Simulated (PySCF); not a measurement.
**Electron correlation in Sc⁺ (scandium, charge +1)**

[Ar] 3d1 4s1, high-spin 3D determinant. Computed with PySCF 2.14 in 6-31G*, with no relativity, point nucleus. Frozen: [Ar]; 2 electrons correlated.

Total MP2 correlation energy: -1.38 mhartree.

Same-spin part -1.38 and opposite-spin part 0.00 mhartree; SCS-MP2 scales them by 1/3 and 6/5 to -0.46 mhartree.
